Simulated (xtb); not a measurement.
C$_{3}$H$_{2}$N, doublet, from a rough starting geometry; GFN2-xTB (xtb).

Here is a job for xtb.
```
$ xtb mol.xyz --gfn 2 --uhf 1 --opt vtight --json

# file mol.xyz
6

C     -0.52042778    -1.20169983     0.04208137
C      0.24602136    -0.11435371     0.01145773
C     -0.34271687     1.19961128     0.01228279
H     -0.01396053    -2.13225690     0.00050464
H      1.34103115    -0.09412506    -0.01086343
N     -0.79307159     2.28545225    -0.00259322
```

What the program printed (banner, timings and long lists left out):

```
   ID    Z sym.   atoms
    1    6 C      1-3
    2    1 H      4, 5
    3    7 N      6

           -------------------------------------------------
          |                Calculation Setup                |
           -------------------------------------------------

           -------------------------------------------------
          |                 G F N 2 - x T B                 |
           -------------------------------------------------

          ...................................................
          :                      SETUP                      :
          :.................................................:
          :  # basis functions                  18          :
          :  # atomic orbitals                  18          :
          :  # shells                           10          :
          :  # electrons                        19          :
          :  max. iterations                   250          :
          :  Hamiltonian                  GFN2-xTB          :
          :  restarted?                      false          :
          :  GBSA solvation                  false          :
          :  PC potential                    false          :
          :  electronic temp.          300.0000000     K    :
          :  accuracy                    1.0000000          :
          :  -> integral cutoff          0.2500000E+02      :
          :  -> integral neglect         0.1000000E-07      :
          :  -> SCF convergence          0.1000000E-05 Eh   :
          :  -> wf. convergence          0.1000000E-03 e    :
          :  Broyden damping             0.4000000          :
          :  net charge                          0          :
          :  unpaired electrons                  1          :
          ...................................................

 iter      E             dE          RMSdq      gap      omega  full diag
   1    -10.3304477 -0.103304E+02  0.776E+00    2.91       0.0  T
   2    -10.3255148  0.493286E-02  0.536E+00    2.75       1.0  T
   3    -10.3130306  0.124842E-01  0.371E+00    2.70       1.0  T
   4    -10.3622411 -0.492106E-01  0.445E-01    2.60       1.0  T
   5    -10.3626130 -0.371845E-03  0.116E-01    2.64       1.0  T
   6    -10.3626236 -0.105911E-04  0.863E-02    2.62       1.0  T
   7    -10.3626510 -0.274674E-04  0.318E-02    2.63       1.3  T
   8    -10.3626541 -0.307947E-05  0.761E-03    2.63       5.4  T
   9    -10.3626542 -0.847894E-07  0.482E-03    2.63       8.5  T
[...]
 * total energy  :   -10.1785630 Eh     change       -0.1682351E-02 Eh
 * total energy  :   -10.1763611 Eh     change        0.2201936E-02 Eh
 * total energy  :   -10.1798279 Eh     change       -0.3466810E-02 Eh
 * total energy  :   -10.1799726 Eh     change       -0.1447404E-03 Eh
 * total energy  :   -10.1800711 Eh     change       -0.9846895E-04 Eh
 * total energy  :   -10.1801483 Eh     change       -0.7724577E-04 Eh
 * total energy  :   -10.1801664 Eh     change       -0.1809007E-04 Eh
 * total energy  :   -10.1801718 Eh     change       -0.5411436E-05 Eh
 * total energy  :   -10.1801733 Eh     change       -0.1512327E-05 Eh
 * total energy  :   -10.1801743 Eh     change       -0.9449131E-06 Eh
 * total energy  :   -10.1801744 Eh     change       -0.1499433E-06 Eh
 * total energy  :   -10.1801745 Eh     change       -0.3153241E-07 Eh
   *** GEOMETRY OPTIMIZATION CONVERGED AFTER 14 ITERATIONS ***
         :: total energy             -10.180174463086 Eh    ::
[...]
      -------------------------------------------------------------
                  HL-Gap            0.0820700 Eh            2.2332 eV
             Fermi-level           -0.3578427 Eh           -9.7374 eV

     #   Z          covCN         q      C6AA      α(0)
     1   6 C        1.927    -0.073    33.070     9.287
     2   6 C        2.884    -0.010    28.264     8.716
     3   6 C        1.909     0.128    27.957     8.539
     4   1 H        0.927     0.078     1.996     2.209
     5   1 H        0.923     0.089     1.884     2.147
     6   7 N        0.911    -0.214    25.658     7.326

 Mol. C6AA /au·bohr⁶  :        584.658696
 Mol. C8AA /au·bohr⁸  :      14715.790943
 Mol. α(0) /au        :         38.224308

Wiberg/Mayer (AO) data.
largest (>0.10) Wiberg bond orders for each atom

 ---------------------------------------------------------------------------
     #   Z sym  total        # sym  WBO       # sym  WBO       # sym  WBO
 ---------------------------------------------------------------------------
     1   6 C    3.252 --     2 C    2.001     4 H    0.971     6 N    0.156
     2   6 C    3.988 --     1 C    2.001     3 C    1.075     5 H    0.862
     3   6 C    3.946 --     6 N    2.808     2 C    1.075
     4   1 H    0.993 --     1 C    0.971
     5   1 H    0.983 --     2 C    0.862
     6   7 N    3.037 --     3 C    2.808     1 C    0.156
 ---------------------------------------------------------------------------

Topologies differ in total number of bonds
Writing topology from bond orders to xtbtopo.mol

molecular dipole:
                 x           y           z       tot (Debye)
 q only:        0.498      -0.780      -0.003
   full:        0.855      -1.233      -0.006       3.814
molecular quadrupole (traceless):
                xx          xy          yy          xz          yz          zz
 q only:        1.183       1.842      -2.191       0.001      -0.030       1.008
  q+dip:        1.775       2.955      -2.219      -0.012      -0.059       0.445
   full:        2.140       3.483      -4.435       0.007      -0.047       2.296

optimized geometry written to: xtbopt.xyz

           -------------------------------------------------
          | TOTAL ENERGY              -10.180174463086 Eh   |
          | GRADIENT NORM               0.000064468986 Eh/α |
          | HOMO-LUMO GAP               2.233237845941 eV   |
           -------------------------------------------------

normal termination of xtb
```
